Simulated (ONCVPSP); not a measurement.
Configuration tests for Rh (ONCV)

```json
{
  "Element": "Rh",
  "Generator": "ONCVPSP 4.0.1",
  "Type": "optimised norm-conserving Vanderbilt (ONCV)",
  "Functional": "PBEsol",
  "Relativity": "fully relativistic",
  "Frozen core": "[Ar] 3d10",
  "Valence charge": "17",
  "Reference configuration": "4s2 4p6 4d8 5s1",
  "Partial waves": "4s+5s: rc 1.65 bohr, ncon 4, nbas 8, qcut 8.4 1/bohr, 2 projectors; 4p: rc 1.60 bohr, ncon 3, nbas 8, qcut 6.7 1/bohr, 2 projectors, debl 0.9 Ha; 4d: rc 1.90 bohr, ncon 4, nbas 9, qcut 7.5 1/bohr, 1 projector",
  "Local potential": "polynomial inside 1.10 bohr (lpopt 5, dvloc0 0 Ha)",
  "Core correction": "polynomial model core, fcfact 0.6"
}
```

Open shells are filled in proportion to 2j + 1.

In the p channel the program set the typed energies aside and used -1.806, 0.250 Ha (j = l + 1/2; the other j can differ).

Energies are relative to the spin-unpolarised reference configuration 4s2 4p6 4d8 5s1; without spin polarisation the order of configurations can differ from experiment.

Question: Give the all-electron excitation energy and the error of the potential for: 4s2 4p6 4d8 5s0; 4s2 4p6 4d7 5s0; 4s2 4p6 4d6 5s0; 4s2 4p5 4d8 5s1.

Answer:

| valence configuration | charge | ΔE all-electron (eV) | error AE − PS (meV) |
| --- | --- | --- | --- |
| 4s2 4p6 4d8 5s0 | +1 | 7.464 | +0.2 |
| 4s2 4p6 4d7 5s0 | +2 | 26.974 | -1.2 |
| 4s2 4p6 4d6 5s0 | +3 | 59.464 | +7.8 |
| 4s2 4p5 4d8 5s1 | +1 | 56.682 | -91 |

Levels in the configuration 4s2 4p6 4d8 5s0:

| level | all-electron (eV) | pseudo (eV) |
| --- | --- | --- |
| 4s j=1/2 | -90.062 | -90.088 |
| 4p j=3/2 | -56.848 | -56.858 |
| 4p j=1/2 | -60.753 | -60.767 |
| 4d j=5/2 | -13.427 | -13.428 |
| 4d j=3/2 | -13.830 | -13.832 |
